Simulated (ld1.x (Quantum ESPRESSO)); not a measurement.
Values are calculated unless marked as measured or tabulated.
Pseudopotentials across the periodic table

Generated with ld1.x 7.5 (TM, RRKJ, ultrasoft, PAW), atompaw 4.2 or ONCVPSP 4.0.1. The cutoff is in Ry: for ld1.x and atompaw files where the sum of valence levels is converged to 10 mRy in a Bessel basis, for ONCV files where the hardest occupied wave has 1 mHa per electron of residual kinetic energy. The error is the largest all-electron minus pseudo excitation energy over each file’s own four to seven test configurations (ionisations up to +4, promotions, holes and added fractions of an electron), all of which were solved. The labels leave out finer settings (local radius, basis sizes, second energies), which also bear on the numbers. Spin-polarised tests are not counted. The rows are a selection from randomly drawn settings: files with unsolved tests, undetermined cutoffs or missed reference levels are left out.

A true bound ghost makes a file unfit for plane-wave use even where its test errors are small: the radial tests pick states by their node count and pass the ghost by.

```tsv
element	potential	cutoff (Ry)	largest error (meV)	bound ghosts
Zn	ultrasoft, PBE, scalar-relativistic, rc 1.70/3.10/3.20 (spd), local smoothed, core correction no, reference 4s1.75 4p0.25	10	+160	none
Se	TM, PBE, fully relativistic, rc 1.20/1.20/1.10 (spd), local s, core correction no, reference 4s2 4p2	100	+71	p3/2, d5/2, d3/2, p1/2
Tl	RRKJ, PBE, fully relativistic, rc 2.10/2.10/1.80 (spd), local s, core correction yes, reference 5d10 6s2 6p1	45	-125	none
```

(1) Fill in the row for Zr: TM semilocal, LDA (PZ), scalar-relativistic, rc 2.90/2.90/1.75/2.75 (spdf), local s, core correction yes, reference 4d2 5s0 5p0.

(2) Fill in the row for Os: TM, PBE, scalar-relativistic, rc 2.20/3.30/2.40 (spd), local p, core correction yes, reference 5d6 6s1 6p0.

Answers

(1) cutoff 30 Ry, largest error -189 meV, bound ghosts: none.

(2) cutoff 35 Ry, largest error -231 meV, bound ghosts: none.
